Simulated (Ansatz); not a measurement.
The cluster Cd6S5. The state is a singlet with charge 0. Geometry PBE-D4/def2-SVP.

Cartesian coordinates in Å:
```
Cd 0.239 0.729 2.611
Cd -2.115 -1.702 0.334
Cd 0.648 -0.442 -0.596
Cd 0.398 -0.807 -4.087
Cd 3.252 -0.393 -2.434
Cd -4.652 -2.149 1.713
S 2.082 1.592 -0.384
S 0.614 2.911 0.412
S -0.030 -1.500 1.842
S 0.840 3.034 2.536
S -1.277 -1.274 -1.947
```

In the def2 sets Cd takes a core potential; there is no spin–orbit coupling. The structure comes from a short search, and lower isomers may exist.

**Question.** Estimate the orbital energies around the gap (eV) in Ansatz with PBE-D4/def2-SVP, PBE-D4/def2-TZVP, revPBE-D4/def2-TZVP, r2SCAN-D4/def2-TZVP, PBE0-D4/def2-TZVP.

**Answer.** 
| orbital | PBE-D4/def2-SVP | PBE-D4/def2-TZVP | revPBE-D4/def2-TZVP | r2SCAN-D4/def2-TZVP | PBE0-D4/def2-TZVP |
| --- | --- | --- | --- | --- | --- |
| HOMO−9 | -7.31 | -7.31 | -7.21 | -7.58 | -8.32 |
| HOMO−8 | -6.99 | -6.99 | -6.90 | -7.25 | -8.01 |
| HOMO−7 | -6.65 | -6.66 | -6.56 | -6.92 | -7.67 |
| HOMO−6 | -6.33 | -6.33 | -6.24 | -6.56 | -7.28 |
| HOMO−5 | -6.15 | -6.17 | -6.08 | -6.41 | -7.14 |
| HOMO−4 | -5.89 | -5.90 | -5.81 | -6.13 | -6.84 |
| HOMO−3 | -5.70 | -5.73 | -5.64 | -5.98 | -6.75 |
| HOMO−2 | -5.51 | -5.54 | -5.46 | -5.76 | -6.40 |
| HOMO−1 | -5.01 | -5.03 | -4.94 | -5.21 | -5.92 |
| HOMO | -4.80 | -4.82 | -4.71 | -4.88 | -5.15 |
| LUMO | -3.86 | -3.88 | -3.77 | -3.91 | -3.48 |
| LUMO+1 | -2.61 | -2.65 | -2.53 | -2.53 | -1.98 |
| LUMO+2 | -2.57 | -2.60 | -2.48 | -2.50 | -1.94 |
| LUMO+3 | -2.40 | -2.43 | -2.33 | -2.32 | -1.85 |
| LUMO+4 | -2.27 | -2.33 | -2.21 | -2.21 | -1.54 |
| LUMO+5 | -2.01 | -2.04 | -1.94 | -1.88 | -1.46 |
